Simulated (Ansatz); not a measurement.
The first iterations of a band of CH$_{6}$ClSbSi (10 atoms, charge 0, multiplicity 1).

All numbers below come from RKS B3LYP-D4/def2-SVP in Ansatz.

```yaml
movable_images: 7
climbing_image: yes
spring: 5.0 eV/Å²
optimiser: quadratic models (default)
start_path: IDPP
force_threshold: 0.03 eV/Å
iteration_limit: 40
end_points: relaxed
```

First end point:

```xyz
10
Properties=species:S:1:pos:R:3
Cl -0.829 -0.124 2.181
C 0.614 -0.454 1.140
Si 0.101 -0.752 -0.670
Sb -1.051 1.311 -1.754
H 1.293 0.407 1.230
H 1.122 -1.337 1.556
H 1.338 -1.085 -1.445
H -0.820 -1.924 -0.721
H -1.929 1.590 -0.301
H 0.244 2.316 -1.213
```

Last end point:

```xyz
10
Properties=species:S:1:pos:R:3
Cl 0.415 0.434 2.369
C 1.214 -0.454 1.002
Si 0.001 -0.596 -0.462
Sb -0.883 1.801 -0.946
H 2.115 0.114 0.727
H 1.528 -1.436 1.386
H 0.756 -1.123 -1.641
H -1.078 -1.561 -0.107
H -1.710 1.239 -2.353
H -2.274 1.531 0.028
```

| iteration | highest image above the first end (eV) | largest band force component (eV/Å) |
| --- | --- | --- |
| 1 | 0.143 | 0.438 |
| 2 | 0.120 | 0.528 |

Task: Does the band converge within its limit, and where does its top end?

Result: It converged. It ended after 6 iterations with the highest image 0.053 eV above the first end. A vibrational analysis at the climbing image gives one clearly imaginary mode, 87i cm⁻¹: a first-order saddle point.

Run time: 3.5 min on 2 threads of Intel(R) Xeon(R) Platinum 8488C (Sapphire Rapids), with other jobs on the host, peak memory 0.27 GiB.
